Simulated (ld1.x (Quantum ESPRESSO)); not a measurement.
## S (Z = 16): one change to a TM potential, before and after

ld1.x (Quantum ESPRESSO) 7.5 input, shortened:

```
&input
   title='S', zed=16., rel=1, dft='BP', iswitch=3,
   config='[Ne] 3s2 3p2 3d-2'
 /
 &inputp
   pseudotype=2, tm=.true., lloc=-1, rcloc=0.95,
   nlcc=.false.
 /
3
3S  1  0   2.00   0.00  1.20  1.20  0.0
3P  2  1   2.00   0.00  1.40  1.40  0.0
3D  3  2  -2.00   0.50  1.40  1.40  0.0
 &test
   configts(1)='3s2 3p2'
 /
```

Change: non-relativistic.

Cutoffs: the cutoffs (Ry, on a coarse ladder) from which the occupation-weighted sum of valence levels, in a spherical-Bessel basis at the reference potential, stays within 10 and 1 mRy of its value at 400 Ry; they do not see the model core or the augmentation charge, which bear on the density cutoff. Errors are all-electron minus pseudo energies relative to the spin-unpolarised reference configuration.

Problem. Predict the effect on cutoff, ghosts and configuration errors.

Solution. The potential gets neither clearly harder nor softer (45 Ry and 110 Ry → 45 Ry and 110 Ry); of the 7 tests that both files solve, the error grows in 2 and shrinks in 0 by more than 15 % and 0.3 meV (median size 64.9 → 66.6 meV); neither file shows a bound ghost.

```tsv
quantity	base	changed
cutoff, loose	45 Ry	45 Ry
cutoff, tight	110 Ry	110 Ry
bound ghosts	none	none
error for 3s2 3p4, meV [ΔE -34.24 → -34.26 eV]	+65	+67
error for 3s2 3p3, meV [ΔE -22.38 → -22.39 eV]	+27	+28
error for 3s2 3p1, meV [ΔE 34.15 → 34.15 eV]	+86	+110
error for 3s2 3p0, meV [ΔE 81.07 → 81.08 eV]	+676	+836
error for 3s2 3p3.5, meV [ΔE -29.53 → -29.55 eV]	+47	+48
error for 3s0 3p6, meV [ΔE -13.48 → -13.77 eV]	+45	+45
error for 3s2 3p4.3, meV [ΔE -35.97 → -36.00 eV]	+73	+75
s: phases at 1.54 bohr within 0.05 rad from the reference energy up to (Ry; the scan ends near 5)	-1.9	-2.0
p: phases at 1.54 bohr within 0.05 rad from the reference energy up to (Ry; the scan ends near 5)	3.0	3.0
d: phases at 1.54 bohr within 0.05 rad from the reference energy up to (Ry; the scan ends near 5)	to the end of the scan	to the end of the scan
```
